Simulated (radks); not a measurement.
Values are calculated unless marked as measured or tabulated.
Question: Coulomb parameter of the 4d shell of the cadmium ion Cd3+ in the model configuration [Kr] 4d8 5p1, as a second difference U = [E(n + 0.25) + E(n - 0.25) - 2 E(n)] / (0.25)^2 with all orbitals relaxed. "Bare": the charge of the atom changes with n. "Screened": the 5p shell takes up the change at fixed total charge, which measures U(4d,4d) + U(5p,5p) - 2 U(4d,5p). Code: a radial shooting solver on a logarithmic mesh with Libxc functionals. Model: scalar-relativistic Kohn-Sham, r2SCAN, spin-unpolarised, spherical densities, finite nucleus; meta-GGA in the generalised Kohn-Sham scheme; Fermi nuclear charge, rms radius 4.6087 fm. Estimate both.

Answer: U(bare) = 16.278 eV, U(screened by 5p) = 3.520 eV, against the Slater integral F0(4d,4d) = 21.217 eV with frozen orbitals.
